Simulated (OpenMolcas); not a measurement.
Mn4+ (d3) in a complex was computed by CASSCF with the d shell active (OpenMolcas, ANO-RCC-VTZP on the metal). Its lowest spin-free states, and all those of the highest spin:

| 2S+1 | Degeneracy | E (cm-1) |
| --- | --- | --- |
| 4 | 3 | 0.0 |
| 4 | 3 | 8392 |
| 2 | 2 | 12609 |
| 2 | 3 | 15875 |
| 2 | 3 | 17945 |
| 4 | 1 | 19128 |
| 2 | 1 | 20484 |
| 4 | 3 | 20729 |
| 2 | 3 | 21535 |
| 2 | 3 | 25211 |
| 2 | 3 | 25351 |
| 2 | 2 | 25404 |

**Question.** Is the site octahedral, tetrahedral or cube-like, axial, or of lower symmetry?

**Answer.** The states with 2S+1 = 4 have orbital degeneracies 3, 3, 1, 3. Threefold states need a cubic site. For d3 at this spin an octahedron puts the single A2 below the threefold T2 and a tetrahedron or cube puts the threefold T1 below the threefold T2, so the site is a tetrahedron or a cube, which this pattern cannot tell apart. The run had Mn4+ with 4 ligands (chloride) in tetrahedral coordination (Td) at 2.19 Å. Ligand basis ANO-RCC-VDZP.

An orbital triplet at a regular site is open to Jahn-Teller coupling, which can distort the site and quench the lowest spin-orbit gaps and is left out. Without dynamic correlation the repulsion within the d shell is too large (B by tens of per cent), so at a given field states of lower spin stand too high. The least metal-like active orbital is 76 % on the metal (Löwdin) and no ligand orbital is active, so the numbers are rough. Ligand-to-metal charge-transfer states are missing. With no ligand orbital active B as a rule stays too high, so bands that hang on it stand too high and its fall with covalency is understated. With metal d orbitals alone and no dynamic correlation the field as a rule comes out too small, by tens of per cent, by up to half for chloride and softer ligands. The distance lies 2 % over the 2.15 Å that this model takes as the normal distance (a Shannon-type radius plus a fixed donor radius); by an R⁻⁵ law this alone changes a d-shell field by about -9 %. No measured value stands beside these numbers; the geometry is a model, was not optimised and need not be the one that this ion takes.
